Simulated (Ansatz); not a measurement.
Job for Ansatz (a quantum-chemistry and plane-wave program): R-wB97X-V/def2-TZVPPD on C2H10Si (a complex), monomers drawn apart or pushed together. Files ending in .json are basis or fitting sets from the Basis Set Exchange.

Ansatz 0.2 input:
```yaml
crystal:
  periodic: [false, false, false]
  atoms:
    - {symbol: Si, position_ang: [-0.26225026, -0.05828708, 0.21814180]}
    - {symbol: H, position_ang: [-0.04980039, 1.27412395, 0.82569890]}
    - {symbol: H, position_ang: [-1.64617342, -0.50909630, 0.48457646]}
    - {symbol: H, position_ang: [0.69436918, -1.02382723, 0.80310152]}
    - {symbol: H, position_ang: [-0.04378069, 0.02655886, -1.24399954]}
    - {symbol: C, position_ang: [1.05391665, 0.29326892, 5.65682676]}
    - {symbol: C, position_ang: [-0.39379881, -0.14654454, 5.46128251]}
    - {symbol: H, position_ang: [1.55013642, 0.46284818, 4.69955563]}
    - {symbol: H, position_ang: [1.62834084, -0.46239134, 6.19628244]}
    - {symbol: H, position_ang: [1.11226847, 1.22228681, 6.22729493]}
    - {symbol: H, position_ang: [-0.96940648, 0.60873069, 4.92240583]}
    - {symbol: H, position_ang: [-0.89061510, -0.31589747, 6.41860299]}
    - {symbol: H, position_ang: [-0.45327288, -1.07656449, 4.89239419]}
basis:
  gaussian:
    orbitals: def2-TZVPPD.json
hamiltonian:
  xc: {name: wB97X-V}
scf: {lower_state_search: off}
```

The head of its log:

```
Functional definition: wB97X-V
[...]
these checks for a lower state are left out or cut short: stability, starts, cluster_reference, orbital_swaps, neighbouring_geometries, increment
integrals: 0.25 GiB planned
1253 factors; their error is unknown
integrals: 0.29 GiB planned
424 factors; integrals over basis functions are off by at most 1.7e-5 eV
mean field: 1.58 GiB planned
mean field evaluation 1: about -10110.5899 eV, gradient 3.7e1 eV
mean field evaluation 2: about -10112.2177 eV, gradient 2.6e1 eV
```

### Question
Give the final energy of this run.

### Answer
-371.6721 hartree.
